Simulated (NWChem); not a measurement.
Isomers of CH3FO2Si, each optimised at PBE0/def2-SVP with NWChem, gas phase unless a solvent is named. Flexible species stand in one conformer each, which need not be the lowest. Pople sets run with spherical d functions. Relative energies count from the lowest isomer at each level and are electronic, without zero-point energy, on those geometries. Shieldings are non-relativistic GIAO values without spin-orbit effects.

A: F[SiH2]OC=O
B: F[SiH]1OCO1
C: [SiH2](F)C(O)=O
D: O=C[Si@@H](O)F

```json
[
 {"quantity": "relative energy, PBE0/def2-TZVP (kcal/mol)", "A": "8.3", "B": "0.0", "C": "32.8", "D": "19.0"},
 {"quantity": "dipole (D), PBE0/def2-SVP", "A": "0.45", "B": "1.18", "C": "0.55", "D": "1.72"},
 {"quantity": "29Si shift against tetramethylsilane, B3LYP/6-31G* (ppm)", "A": "4.6", "B": "-14.6", "C": "-13.8", "D": "-36.0"}
]
```
